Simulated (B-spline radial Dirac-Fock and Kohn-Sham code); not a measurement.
# Photoelectron lines of In³⁺ at Al Kα (taken as 1486.9 eV)

System: the In³⁺ ion, configuration 1s2 2s2 2p6 3s2 3p6 3d10 4s2 4p6 4d10.

Input of the calculation (task.json; shells as n, l, electrons):

```json
{"items": [{
  "Z": 49,
  "q": 3,
  "cfg": [[1, 0, 2], [2, 0, 2], [2, 1, 6], [3, 0, 2], [3, 1, 6], [3, 2, 10], [4, 0, 2], [4, 1, 6], [4, 2, 10]],
  "A": 115,
  "rrms": 4.6156,
  "do": ["binding", "quiet", "photo", "scan"],
  "hv": [71.5, 91.7, 184.0, 300, 400, 1253.6, 1486.9, 2910.0, 6000, 12000, 32000.0, 80000, 94200.0, 121000.0, 142000.0, 200000]
}]}
```

Launch: `python xray_run.py task.json out`

The computed values come from a radial atomic solver: a relativistic central-field model (Hartree-Slater potential of the initial state, Latter tail, multipole expansion of the photon field, Dirac-Fock thresholds). The asymmetry parameter β is from the dipole term alone. Kinetic energies are from the vacuum level.

The last column is dσ/dΩ = σ/(4π) · [1 + β P₂(cos θ)] at θ = 0° from the polarisation vector of linearly polarised light.

| subshell | electrons | binding (eV) | kinetic (eV) | σ (kb) | β | dσ/dΩ (kb/sr) |
| --- | --- | --- | --- | --- | --- | --- |
| 3s | 2 | 868.8 | 618.1 | 45.0 | 1.99 | 10.7 |
| 3p1/2 | 2 | 745.4 | 741.5 | 61.6 | 1.55 | 12.5 |
| 3p3/2 | 4 | 706.9 | 780.0 | 125 | 1.58 | 25.7 |
| 3d3/2 | 4 | 490.7 | 996.2 | 125 | 1.23 | 22.2 |
| 3d5/2 | 6 | 483.2 | 1003.7 | 181 | 1.22 | 32.0 |
| 4s | 2 | 169.9 | 1317.0 | 10.3 | 1.99 | 2.46 |
| 4p1/2 | 2 | 128.2 | 1358.7 | 11.4 | 1.69 | 2.45 |
| 4p3/2 | 4 | 121.5 | 1365.4 | 22.5 | 1.71 | 4.84 |
| 4d3/2 | 4 | 55.22 | 1431.7 | 13.2 | 1.32 | 2.44 |
| 4d5/2 | 6 | 54.35 | 1432.5 | 19.0 | 1.30 | 3.47 |

Branching ratios of the spin-orbit partners (statistical value in brackets): 3p 2.03 (2.00), 3d 1.45 (1.50), 4p 1.96 (2.00), 4d 1.44 (1.50).
